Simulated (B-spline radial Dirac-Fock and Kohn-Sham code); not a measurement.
# Total conversion coefficients at 500 keV, In to Er

Model: a Dirac-Hartree-Slater potential of the neutral atom with a Latter tail (no hole, which puts coefficients of high multipoles low close above an edge), finite nucleus with surface currents. Program: an atomic code on a B-spline grid. Subshells within 1 keV of threshold and pair formation are left out.

| Z | element | E4 | E5 | M1 | M2 | M4 |
| --- | --- | --- | --- | --- | --- | --- |
| 49 | In | 0.0561 | 0.159 | 0.00731 | 0.0239 | 0.198 |
| 50 | Sn | 0.0590 | 0.168 | 0.00797 | 0.0261 | 0.214 |
| 51 | Sb | 0.0620 | 0.178 | 0.00868 | 0.0284 | 0.232 |
| 52 | Te | 0.0652 | 0.187 | 0.00945 | 0.0309 | 0.252 |
| 53 | I | 0.0686 | 0.198 | 0.0103 | 0.0336 | 0.272 |
| 54 | Xe | 0.0721 | 0.209 | 0.0112 | 0.0366 | 0.294 |
| 55 | Cs | 0.0758 | 0.220 | 0.0122 | 0.0397 | 0.318 |
| 56 | Ba | 0.0796 | 0.233 | 0.0132 | 0.0431 | 0.343 |
| 57 | La | 0.0837 | 0.246 | 0.0144 | 0.0468 | 0.370 |
| 58 | Ce | 0.0880 | 0.260 | 0.0156 | 0.0507 | 0.399 |
| 59 | Pr | 0.0925 | 0.275 | 0.0170 | 0.0550 | 0.429 |
| 60 | Nd | 0.0973 | 0.291 | 0.0184 | 0.0595 | 0.462 |
| 61 | Pm | 0.102 | 0.308 | 0.0200 | 0.0644 | 0.496 |
| 62 | Sm | 0.108 | 0.326 | 0.0216 | 0.0696 | 0.533 |
| 63 | Eu | 0.113 | 0.345 | 0.0234 | 0.0753 | 0.572 |
| 64 | Gd | 0.119 | 0.366 | 0.0254 | 0.0814 | 0.614 |
| 65 | Tb | 0.126 | 0.389 | 0.0276 | 0.0881 | 0.659 |
| 66 | Dy | 0.132 | 0.412 | 0.0298 | 0.0950 | 0.706 |
| 67 | Ho | 0.140 | 0.438 | 0.0323 | 0.103 | 0.756 |
| 68 | Er | 0.147 | 0.465 | 0.0350 | 0.111 | 0.810 |

Values without a named source are computed, but for edge energies of neutral atoms, which are taken from tables.
